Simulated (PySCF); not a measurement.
# TaCl₂: bending curve

Level of theory: PySCF, UPBE0, basis Ta def2-SVP with ECP60, Cl def2-SVP (scalar-relativistic core potentials, no spin–orbit coupling, density fitting).

Rigid scan from the quartet minimum (Ta–Cl 2.306 Å (×2); Cl–Ta–Cl 180.0°). Coordinate: the Cl–Ta–Cl angle, bonds fixed. Energies in kJ/mol from the minimum.

```tsv
bond angle (°)	E (kJ/mol)	dipole size (D)	⟨S²⟩
80	164.5	4.27	3.76
90	122.2	3.17	3.76
100	88.3	2.47	3.76
110	60.4	2.06	3.76
120	38.2	1.75	3.76
130	21.5	1.48	3.76
140	10.3	1.22	3.76
150	3.8	0.94	3.76
160	1.0	0.65	3.76
170	0.1	0.33	3.76
180	0.0	0.00	3.76
```

Other spin states or occupations of the open shell can lie lower. No spin–orbit coupling is included, which matters more the heavier the element.
